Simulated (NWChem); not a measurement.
System: boric acid (H₃BO₃); SMILES OB(O)O

Input file for NWChem:

```
start job
memory heap 200 mb stack 900 mb global 1100 mb
geometry units angstroms noautosym nocenter noautoz
  O     -0.960121     0.999409     0.000000
  B     -0.037938     0.001812     0.000000
  O      1.293053     0.344052     0.000000
  O     -0.514656    -1.277638     0.000000
  H     -0.534738     1.861480     0.000000
  H      1.907973    -0.392472     0.000000
  H      0.158477    -1.960235     0.000000
end
basis spherical
  * library def2-tzvp
end
dft
  xc hfexch
  iterations 150
end
property
  shielding
end
task dft property
```

Excerpt of the output:

```
             Northwest Computational Chemistry Package (NWChem) 7.3.0
             --------------------------------------------------------

                             Geometry "geometry" -> ""
                             -------------------------

 Output coordinates in angstroms (scale by  1.889725989 to convert to a.u.)

  No.       Tag          Charge          X              Y              Z
 ---- ---------------- ---------- -------------- -------------- --------------
    1 O                    8.0000    -0.96012100     0.99940900     0.00000000
    2 B                    5.0000    -0.03793800     0.00181200     0.00000000
    3 O                    8.0000     1.29305300     0.34405200     0.00000000
    4 O                    8.0000    -0.51465600    -1.27763800     0.00000000
    5 H                    1.0000    -0.53473800     1.86148000     0.00000000
    6 H                    1.0000     1.90797300    -0.39247200     0.00000000
    7 H                    1.0000     0.15847700    -1.96023500     0.00000000

 Effective nuclear repulsion energy (a.u.)     116.3487909799

  xc_inp: hfexch multiplicative factor not found.
                              NWChem Property Module
                              ----------------------

  itol2e modified to match energy
  convergence criterion.

                                 NWChem DFT Module
                                 -----------------

 Summary of "ao basis" -> "ao basis" (spherical)
 ------------------------------------------------------------------------------
       Tag                 Description            Shells   Functions and Types
 ---------------- ------------------------------  ------  ---------------------
 O                         def2-tzvp                11       31   5s3p2d1f
 B                         def2-tzvp                11       31   5s3p2d1f
 H                         def2-tzvp                 4        6   3s1p

  itol2e modified to match energy
  convergence criterion.

            General Information
            -------------------
          SCF calculation type: DFT
          Wavefunction type:  closed shell.
          No. of atoms     :     7
          No. of electrons :    32
           Alpha electrons :    16
            Beta electrons :    16
          Charge           :     0
          Spin multiplicity:     1
          Use of symmetry is: off; symmetry adaption is: off
          Maximum number of iterations: 150
          AO basis - number of functions:   142
                     number of shells:    56
          Convergence on energy requested:  1.00D-07
          Convergence on density requested:  1.00D-05
          Convergence on gradient requested:  5.00D-04

              XC Information
              --------------
                     Hartree-Fock (Exact) Exchange  1.000

      Superposition of Atomic Density Guess
      -------------------------------------

 Sum of atomic energies:        -250.38706219

      Non-variational initial energy
      ------------------------------

 Total energy =    -251.912880
 1-e energy   =    -573.356699
 2-e energy   =     205.095028
 HOMO         =      -0.493121
 LUMO         =       0.024976

   convergence    iter        energy       DeltaE   RMS-Dens  Diis-err
 ---------------- ----- ----------------- --------- --------- ---------
 d= 0,ls=0.0,diis     1   -251.2018560169 -3.68D+02  3.78D-03  9.78D-01
 d= 0,ls=0.0,diis     2   -251.2785068614 -7.67D-02  1.25D-03  2.83D-01
 d= 0,ls=0.0,diis     3   -251.3005003825 -2.20D-02  3.72D-04  4.82D-03
 d= 0,ls=0.0,diis     4   -251.3012128671 -7.12D-04  1.11D-04  1.96D-04
 d= 0,ls=0.0,diis     5   -251.3012471163 -3.42D-05  3.26D-05  1.64D-05
  Resetting Diis
 d= 0,ls=0.0,diis     6   -251.3012495419 -2.43D-06  1.13D-05  3.26D-06
 d= 0,ls=0.0,diis     7   -251.3012499414 -4.00D-07  2.60D-06  8.96D-08
 d= 0,ls=0.0,diis     8   -251.3012499612 -1.97D-08  9.88D-07  1.80D-08

         Total DFT energy =     -251.301249961171
      One electron energy =     -577.184456077828
           Coulomb energy =      239.404032586522
    Exchange-Corr. energy =      -29.869617449752
 Nuclear repulsion energy =      116.348790979888

 Numeric. integr. density =        0.000000000000

                       DFT Final Molecular Orbital Analysis
                       ------------------------------------

 Vector   14  Occ=2.000000D+00  E=-5.385165D-01
              MO Center=  2.9D-01, -5.1D-01, -3.3D-15, r^2= 2.3D+00
   Bfn.  Coefficient  Atom+Function         Bfn.  Coefficient  Atom+Function
  ----- ------------  ---------------      ----- ------------  ---------------
    99      0.307759  4 O  px               102      0.275333  4 O  px
    69      0.268383  3 O  py                72      0.241584  3 O  py
    68      0.153399  3 O  px               105      0.151813  4 O  px
    75      0.142305  3 O  py                71      0.139185  3 O  px
   100      0.124725  4 O  py               103      0.112386  4 O  py

 Vector   15  Occ=2.000000D+00  E=-5.155520D-01
              MO Center=  4.5D-01, -3.6D-01,  3.4D-15, r^2= 2.1D+00
   Bfn.  Coefficient  Atom+Function         Bfn.  Coefficient  Atom+Function
  ----- ------------  ---------------      ----- ------------  ---------------
    70      0.339024  3 O  pz                73      0.311419  3 O  pz
   101     -0.304317  4 O  pz               104     -0.280065  4 O  pz
    76      0.225358  3 O  pz               107     -0.196331  4 O  pz
     8     -0.064562  1 O  pz                11     -0.059641  1 O  pz
    14     -0.039357  1 O  pz                49     -0.029140  2 B  d  1

 Vector   16  Occ=2.000000D+00  E=-5.023840D-01
              MO Center= -6.5D-01,  4.2D-01,  6.6D-16, r^2= 1.9D+00
   Bfn.  Coefficient  Atom+Function         Bfn.  Coefficient  Atom+Function
  ----- ------------  ---------------      ----- ------------  ---------------
     8      0.383191  1 O  pz                11      0.349836  1 O  pz
    14      0.239626  1 O  pz               101     -0.222003  4 O  pz
   104     -0.201185  4 O  pz               107     -0.141135  4 O  pz
    70     -0.126261  3 O  pz                73     -0.115786  3 O  pz
    76     -0.086022  3 O  pz                52      0.039324  2 B  d -1

 Vector   17  Occ=0.000000D+00  E= 9.976806D-02
              MO Center=  1.1D+00, -9.4D-01, -3.9D-15, r^2= 5.4D+00
   Bfn.  Coefficient  Atom+Function         Bfn.  Coefficient  Atom+Function
  ----- ------------  ---------------      ----- ------------  ---------------
    35      1.537318  2 B  s                 36     -1.029142  2 B  s
   133     -0.734646  6 H  s                139     -0.697040  7 H  s
    67      0.494615  3 O  s                 98      0.359368  4 O  s
   106     -0.315303  4 O  py                74      0.286887  3 O  px
   127     -0.258013  5 H  s                 34     -0.251558  2 B  s

 Vector   18  Occ=0.000000D+00  E= 1.573492D-01
              MO Center=  5.4D-02,  1.0D+00,  1.7D-14, r^2= 7.0D+00
   Bfn.  Coefficient  Atom+Function         Bfn.  Coefficient  Atom+Function
  ----- ------------  ---------------      ----- ------------  ---------------
    36     -1.374936  2 B  s                  5      1.281237  1 O  s
   133      0.764625  6 H  s                127     -0.750868  5 H  s
   139      0.638253  7 H  s                 44     -0.594530  2 B  py
    98     -0.435081  4 O  s                 75      0.358766  3 O  py
    74     -0.321674  3 O  px               106      0.224209  4 O  py

 Vector   19  Occ=0.000000D+00  E= 1.788659D-01
              MO Center= -9.7D-03, -1.4D-02,  1.6D-13, r^2= 6.8D+00
   Bfn.  Coefficient  Atom+Function         Bfn.  Coefficient  Atom+Function
  ----- ------------  ---------------      ----- ------------  ---------------
    45      1.448899  2 B  pz                14     -0.301002  1 O  pz
   107     -0.295278  4 O  pz                76     -0.288554  3 O  pz
    42     -0.155381  2 B  pz                70     -0.112202  3 O  pz
   101     -0.110796  4 O  pz                 8     -0.107702  1 O  pz
    39      0.083939  2 B  pz                73     -0.069529  3 O  pz

     Multipole analysis of the density
     ---------------------------------

     L   x y z        total         alpha         beta         nuclear
     -   - - -        -----         -----         ----         -------
     0   0 0 0     -0.000000    -16.000000    -16.000000     32.000000

     1   1 0 0      1.204641      0.707928      0.707928     -0.211215
     1   0 1 0     -0.418878     -0.251407     -0.251407      0.083936
     1   0 0 1      0.000000      0.000000      0.000000      0.000000

     2   2 0 0    -18.333113    -57.069047    -57.069047     95.804980
     2   1 1 0     -3.580177     -0.161179     -0.161179     -3.257819
     2   1 0 1     -0.000000     -0.000000     -0.000000      0.000000
     2   0 2 0    -12.593998    -58.895333    -58.895333    105.196668
     2   0 1 1     -0.000000     -0.000000     -0.000000      0.000000
     2   0 0 2    -17.093892     -8.546946     -8.546946      0.000000

          -----------------------------------------
          Chemical Shielding Tensors (GIAO, in ppm)
          -----------------------------------------

                                NWChem CPHF Module
                                ------------------

  scftype          =     RHF
  nclosed          =       16
  nopen            =        0
  variables        =     2016
  # of vectors     =        3
  tolerance        = 0.10D-03
  level shift      = 0.00D+00
  max iterations   =       50
  max subspace     =       30

 SCF residual:    1.0067132190402149E-004

Iterative solution of linear equations
  No. of variables     2016
  No. of equations        3
  Maximum subspace       30
        Iterations       50
       Convergence  1.0D-04

   iter   nsub   residual    time
   ----  ------  --------  ---------
     1      3    8.95D-01      99.6
     2      6    1.03D-01     104.0
     3      9    1.64D-02     107.8
     4     12    2.68D-03     111.8
     5     15    4.92D-04     115.7
     6     18    7.56D-05     119.7

      Atom:    1  O
        Diamagnetic
    386.1226     -7.8633      0.0000
     -7.8633    403.8872     -0.0000
      0.0000     -0.0000    369.2842

        Paramagnetic
   -137.1934    -43.5062     -0.0000
    -43.5062   -134.1948      0.0000
     -0.0000      0.0000    -78.7197

        Total Shielding Tensor
    248.9292    -51.3695     -0.0000
    -51.3695    269.6924      0.0000
     -0.0000      0.0000    290.5645

           isotropic =     269.7287
          anisotropy =      62.9852

          Principal Components and Axis System
                 1           2           3
              311.7188    290.5645    206.9028

      1        -0.6332      0.0000      0.7740
      2         0.7740      0.0000      0.6332
      3         0.0000      1.0000      0.0000

      Atom:    2  B
        Diamagnetic
    203.8071     -0.2401      0.0000
     -0.2401    204.2588     -0.0000
      0.0000     -0.0000    179.8224

        Paramagnetic
   -111.1517     -2.2110     -0.0000
     -2.2110   -105.6319      0.0000
     -0.0000      0.0000    -80.0382

        Total Shielding Tensor
     92.6554     -2.4511      0.0000
     -2.4511     98.6269      0.0000
      0.0000      0.0000     99.7842

           isotropic =      97.0222
          anisotropy =       4.1431

          Principal Components and Axis System
                 1           2           3
               99.7842     99.5041     91.7782

      1        -0.0000     -0.3370      0.9415
      2         0.0000      0.9415      0.3370
      3         1.0000     -0.0000      0.0000

      Atom:    3  O
        Diamagnetic
    406.6568     -3.9851      0.0000
     -3.9851    383.1540      0.0000
      0.0000      0.0000    368.8666

        Paramagnetic
    -93.7119     21.4836      0.0000
     21.4836   -162.7632      0.0000
      0.0000      0.0000    -99.1321

        Total Shielding Tensor
    312.9449     17.4985      0.0000
     17.4985    220.3909      0.0000
      0.0000      0.0000    269.7345

           isotropic =     267.6901
          anisotropy =      72.6789

          Principal Components and Axis System
                 1           2           3
              316.1427    269.7345    217.1931

      1         0.9837      0.0000     -0.1798
      2         0.1798      0.0000      0.9837
      3         0.0000      1.0000      0.0000

      Atom:    4  O
        Diamagnetic
    382.4894     -2.2377      0.0000
     -2.2377    407.0524      0.0000
      0.0000      0.0000    368.8479

        Paramagnetic
   -157.8140     32.6770     -0.0000
     32.6770   -105.8617      0.0000
     -0.0000      0.0000    -88.9420

        Total Shielding Tensor
    224.6754     30.4393     -0.0000
     30.4393    301.1907      0.0000
     -0.0000      0.0000    279.9059

           isotropic =     268.5907
          anisotropy =      64.8481

          Principal Components and Axis System
                 1           2           3
              311.8227    279.9059    214.0434

      1         0.3297      0.0000      0.9441
      2         0.9441      0.0000     -0.3297
      3         0.0000      1.0000      0.0000

      Atom:    5  H
        Diamagnetic
     24.4605      5.2650      0.0000
      5.2650     44.1747     -0.0000
      0.0000     -0.0000     17.8720

        Paramagnetic
      2.2849     -1.9657     -0.0000
     -1.9657     -4.7662      0.0000
     -0.0000      0.0000      4.1794

        Total Shielding Tensor
     26.7454      3.2994     -0.0000
      3.2994     39.4084      0.0000
     -0.0000      0.0000     22.0513

           isotropic =      29.4017
          anisotropy =      16.2222

          Principal Components and Axis System
                 1           2           3
               40.2165     25.9373     22.0513

      1         0.2379      0.9713      0.0000
      2         0.9713     -0.2379      0.0000
      3         0.0000      0.0000      1.0000

      Atom:    6  H
        Diamagnetic
     36.4674    -11.1701      0.0000
    -11.1701     32.2942      0.0000
      0.0000      0.0000     18.0160

        Paramagnetic
     -0.8516      3.6086     -0.0000
      3.6086     -0.6959      0.0000
     -0.0000      0.0000      4.7261

        Total Shielding Tensor
     35.6158     -7.5615     -0.0000
     -7.5615     31.5983      0.0000
     -0.0000      0.0000     22.7421

           isotropic =      29.9854
          anisotropy =      17.1682

          Principal Components and Axis System
                 1           2           3
               41.4308     25.7833     22.7421

      1         0.7927      0.6096      0.0000
      2        -0.6096      0.7927      0.0000
      3         0.0000      0.0000      1.0000

      Atom:    7  H
        Diamagnetic
     30.3395    -10.5966      0.0000
    -10.5966     38.7685      0.0000
      0.0000      0.0000     18.1516

        Paramagnetic
     -0.0391      3.9245      0.0000
      3.9245     -1.6434      0.0000
      0.0000      0.0000      4.8614

        Total Shielding Tensor
     30.3004     -6.6720      0.0000
     -6.6720     37.1250      0.0000
      0.0000      0.0000     23.0131

           isotropic =      30.1462
          anisotropy =      16.5908

          Principal Components and Axis System
                 1           2           3
               41.2067     26.2187     23.0131

      1        -0.5219      0.8530      0.0000
      2         0.8530      0.5219      0.0000
      3         0.0000      0.0000      1.0000
```

Level: Hartree-Fock/def2-TZVP, GIAO. All runs use the structure optimised with PBE0/def2-SVP. The printed shielding anisotropy is the first printed principal value minus the mean of the other two.
